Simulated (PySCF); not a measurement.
## TDDFT excited states: C6H7NOS

Compound: C6H7NOS.
Structure used (GFN2-xTB), in Å, numbered top down from 1:
```
atom  x, y, z in Å
C1    -2.5173    0.4037   -1.2666
N2    -1.9194   -0.4547   -0.2769
C3    -0.6223   -0.3142    0.0936
C4     0.0131   -0.9445    1.1465
C5     1.3695   -0.6380    1.2171
C6     1.8003    0.2279    0.2352
C7     3.1175    0.7436    0.0128
O8     4.0899    0.4884    0.6902
S9     0.4706    0.6792   -0.8104
H10   -1.8860    0.4101   -2.1560
H11   -3.4981    0.0140   -1.5301
H12   -2.6235    1.4361   -0.9141
H13   -2.5352   -0.8390    0.4236
H14   -0.4979   -1.6023    1.8264
H15    2.0437   -1.0268    1.9589
H16    3.1877    1.4254   -0.8591
```

Computed, not measured: PySCF 2.14.0, density-fitted response routines, TDDFT CAM-B3LYP/def2-SVPD, vertical, gas phase, core orbitals frozen in the response.

**Question.** What does the calculation give for the low-lying excited states?

**Answer.** 

```csv
state,E (eV),E (hartree),f,"main configurations (H = HOMO, L = LUMO)"
S1,4.02,0.1478,0.0005,H-1→L (87%)
S2,4.18,0.1537,0.392,H→L (96%)
S3,5.11,0.1878,0.0003,H→L+2 (75%)
S4,5.32,0.1956,0.0011,"H→L+1 (80%), H→L+3 (9%)"
S5,5.45,0.2003,0.016,"H-2→L (69%), H→L+3 (12%), H→L+4 (10%)"
S6,5.88,0.2161,0.079,"H→L+3 (52%), H-2→L (23%), H→L+4 (15%)"
S7,6.06,0.2229,0.017,"H→L+5 (56%), H→L+4 (24%)"
S8,6.24,0.2294,0.0008,"H→L+4 (40%), H→L+5 (25%), H→L+3 (19%)"
```

Triplets, Tamm–Dancoff:

| state | E (eV) | λ (nm) | main configurations (H = HOMO, L = LUMO) |
| --- | --- | --- | --- |
| T1 | 2.66 | 466.0 | H→L (94%) |
| T2 | 3.55 | 348.8 | H-1→L (84%) |
| T3 | 4.45 | 278.9 | H-2→L (84%) |

The lowest singlet lies at 4.02 eV (308 nm, ultraviolet) and is dark (f under 0.0005); its leading configuration is HOMO-1→LUMO (87%). The strongest level in the table is S2 at 4.18 eV (296 nm, f = 0.392). Löwdin shares by element: HOMO carbon 46% or more, nitrogen 21% (atoms not listed hold the other 33%); LUMO carbon 47% or more, oxygen 16% (atoms not listed hold the other 37%). Of the 8 states listed, 4 reach f = 0.01 and 2 stay under 0.0005. Weighted by f, the mean energy of these states is 4.56 eV. Orbital energies (eV): HOMO-3 -10.34, HOMO-2 -8.95, HOMO-1 -8.62, HOMO -7.18, LUMO -0.47, LUMO+1 0.85, LUMO+2 1.15. The window holds the lowest 8 singlets.

Time: 68 s (grids of density and orbitals included); peak memory 1.1 GiB. Hardware: one thread of an Arm Neoverse V2, no GPU, on a shared host.

One conformer stands for the species.
